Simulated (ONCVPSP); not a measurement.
**Gd: one change to an ONCV potential, before and after**

```json
{
 "Element": "gadolinium",
 "Generator": "ONCVPSP 4.0.1",
 "Type": "optimised norm-conserving Vanderbilt (ONCV)",
 "Functional": "PBE",
 "Relativity": "scalar-relativistic",
 "Frozen core": "[Xe] 4f7",
 "Valence charge": "3",
 "Reference configuration": "5d2 6s1",
 "Partial waves": "6s: rc 3.00 bohr, ncon 3, nbas 7, qcut 1.8 1/bohr, 2 projectors, debl 2.5 Ha; p scattering state at 0.15 Ha: rc 3.20 bohr, ncon 4, nbas 9, qcut 2.5 1/bohr, 2 projectors, debl 1.4 Ha; 5d: rc 3.15 bohr, ncon 4, nbas 8, qcut 5.4 1/bohr, 2 projectors, debl 3.6 Ha",
 "Local potential": "polynomial inside 1.85 bohr (lpopt 5, dvloc0 2 Ha)",
 "Core correction": "none"
}
```

Change: local potential polynomial inside 2.80 bohr (lpopt 5, dvloc0 1 Ha).

Cutoffs: the cutoffs (Ha) at which the residual kinetic energy of the hardest occupied pseudo-wave falls to 1 and 0.1 mHa per electron; they do not see the model core or the augmentation charge, which bear on the density cutoff. Errors are all-electron minus pseudo energies relative to the spin-unpolarised reference configuration.

Q: How do hardness, ghosts and transferability respond?

A: The potential gets neither clearly harder nor softer (7.7 Ha and 9.6 Ha → 7.7 Ha and 9.6 Ha); the lowest positive-energy flag moves from s at 21.2 eV to p at 58.7 eV; the errors of the 4 common tests hardly move; the range in which the s phases agree widens (upper end 0.6 → 2.0); the range in which the d phases agree narrows (upper end at the end of the scan → 0.9); neither file shows a bound ghost.

| quantity | base | changed |
| --- | --- | --- |
| cutoff, loose | 7.7 Ha | 7.7 Ha |
| cutoff, tight | 9.6 Ha | 9.6 Ha |
| bound ghosts | none | none |
| GHOST(+) flags under 300 eV | s at 21.2 eV, p at 38.7 eV | p at 58.7 eV, s at 61.7 eV |
| error for 5d1 6s2, meV [ΔE -1.77 eV] | +44 | +44 |
| error for 5d1 6s1, meV [ΔE 4.88 eV] | +22 | +21 |
| error for 5d1 6s0, meV [ΔE 16.97 eV] | +188 | +187 |
| error for 5d1 6s1 6p1, meV [ΔE 1.10 eV] | +33 | +32 |
| s: phases at 3.05 bohr within 0.05 rad from the reference energy up to (Ha; the scan ends near 5) | 0.6 | 2.0 |
| p: phases at 3.25 bohr within 0.05 rad from the reference energy up to (Ha; the scan ends near 5) | 1.4 | 1.9 |
| d: phases at 3.19 bohr within 0.05 rad from the reference energy up to (Ha; the scan ends near 5) | to the end of the scan | 0.9 |

Base: The cutoffs count occupied waves only; projector 2 of the p channel, the hardest unoccupied one, needs 32 Ha at the loose tolerance. Changed file: The cutoffs count occupied waves only; projector 2 of the p channel, the hardest unoccupied one, needs 32 Ha at the loose tolerance.
